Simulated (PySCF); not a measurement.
# Cu⁺: ionisation energy

Cu⁺ [Ar] 3d10 (1S) → Cu²⁺ [Ar] 3d9 (2D), as a difference of total energies. All numbers are calculated (PySCF 2.14, scalar relativity by spin-free X2C-1e, in x2c-SVPall (5s3p3d1f, 36 functions)). Correlated levels: valence: [Ar] frozen. The calculations carry no spin-orbit coupling.

```csv
method,ionisation energy (eV),difference from reference (eV)
UHF,17.397,-2.895
LDA,21.807,+1.515
M06-L,20.433,+0.141
MP2 (valence),20.311,+0.019
SCS-MP2 (valence),19.936,-0.356
```

Reference: 20.292 eV (measured; NIST Atomic Spectra Database, ionization energies).

The reference lies between the lowest fine-structure levels, while these numbers refer to the centres of the terms.

Errors of the correlated levels include the incompleteness of this basis and the frozen core.
